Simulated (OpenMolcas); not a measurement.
A calculation on Nb2+.

```yaml
Program: OpenMolcas 26.06
Method: "MS-CASPT2, IPEA 0.25 Eh, imaginary shift 0.1 Eh (closed shells correlated: 4s 4p)"
Basis: ANO-RCC-VQZP [8s7p5d3f2g1h]
Scalar_Hamiltonian: DKH2, point nucleus
Active_space: 3 electrons in 5 orbitals (4d)
State_averaging: 2S+1 = 4 even, 10 roots; 2S+1 = 2 even, 40 roots
Spin-orbit_coupling: RASSI with atomic mean-field integrals over the reference wave functions, term energies averaged over their components
```

Problem. Which level of the active space comes out lowest?

Solution. 4d³ ⁴F_3/2, with 99 % of that term; it is also the measured ground level.

Problem. How high does 4d³ ²H_9/2 lie?

Solution. 1.620 eV above the lowest level; measured 1.6014 eV above the ground level, so the calculation is off by +1 %.

Problem. How high does 4d³ ⁴F_9/2 lie?

Solution. 0.2397 eV above the lowest level; measured 0.2404 eV above the ground level, so the calculation is off by 0 %.

Problem. How high does 4d³ ⁴F_7/2 lie?

Solution. 0.1455 eV above the lowest level; measured 0.1459 eV above the ground level, so the calculation is off by 0 %.

Problem. The level at 1.384 eV has J = 3/2. What is it made of, and what is its g factor?

Solution. 51 % 4d³ ²P_3/2, 28 % 4d³ ⁴P, 20 % 4d³ ²D(1); g = 1.336, against 1.334 from Landé's formula for the pure leading term.

Measured values: the list in Shadmi, J. Res. Natl. Bur. Stand. 70A, 435 (1966).

Term energies are means over components that CASPT2 splits; among the terms shown or strongly mixed into the levels shown the widest spread is 680 cm-1 (4d³ ⁴F). Levels of configurations with an s electron are missing; early in the row they begin among the upper levels of the d shell and mix with terms of their name. The CASPT2 spread within a term exceeds the gap to the next term for 4d³ ²D(1) and 4d³ ²H, so the order of their levels is uncertain. Measured partners are found by configuration, term and J. A level has none where our copy of the source lacks it or the pairing is in doubt (some pairs that miss far off the trend of their configuration count as doubtful), and it then counts in no deviation. Levels of configurations outside the active space are missing.

A number in round brackets counts repeated terms of one configuration in the order of the reference energies.
